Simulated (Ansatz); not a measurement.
This triplet is an excited state, 2.28 eV above the relaxed singlet at the level frozen-core CCSD(T)/cc-pVTZ // PBE0-D3(BJ)/def2-TZVP (Ansatz, a program for electronic structure).

A geometry relaxed with PBE0-D3(BJ)/def2-TZVP (Ansatz), charge 0, multiplicity 3:

```xyz
4

Si     0.8244     0.5027    -0.3461
H     -1.6807    -0.4524    -0.3219
S     -1.1034     0.4589     0.4921
F      1.9597    -0.5093     0.1759
```

Q: Write the SMILES of this molecule.

A: `F[Si]S`
